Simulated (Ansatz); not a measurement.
Start from `CN1BCC1` and change one element to get `C[N]1C[CH2][AlH]1`.

Ansatz, PBE0-D4/def2-TZVP geometries, multiplicity 1. 

```
                                          property  `CN1BCC1`
size of the dipole moment (ωB97M-V/def2-TZVPP) / D       1.43
                LUMO energy (PBE0/def2-TZVPP) / eV       0.50
                 LUMO energy (PBE/def2-TZVPP) / eV      -0.44
             LUMO energy (ωB97M-V/def2-TZVPP) / eV       2.22
                HOMO energy (PBE0/def2-TZVPP) / eV      -7.22
               HOMO–LUMO gap (PBE/def2-TZVPP) / eV       5.56
```

(1) What does the change do to each property? (An estimate is asked.)

## Answers

(1) Ansatz gave: 
```
                                          property  `C[N]1C[CH2][AlH]1`  shift
size of the dipole moment (ωB97M-V/def2-TZVPP) / D                 0.08  -1.35
                LUMO energy (PBE0/def2-TZVPP) / eV                -0.49  -0.99
                 LUMO energy (PBE/def2-TZVPP) / eV                -1.22  -0.78
             LUMO energy (ωB97M-V/def2-TZVPP) / eV                 1.05  -1.17
                HOMO energy (PBE0/def2-TZVPP) / eV                -6.20   1.02
               HOMO–LUMO gap (PBE/def2-TZVPP) / eV                 3.80  -1.76
```

With PBE0 the HOMO rises by 1.02 eV and the LUMO falls by 0.99 eV, so the gap narrows by about 2.01 eV. PBE moves the HOMO by 0.97 eV and ωB97M-V by 1.05 eV. Dipoles are sizes alone; their direction can turn.

Positive LUMOs are unbound, so they and the gaps depend on the basis.
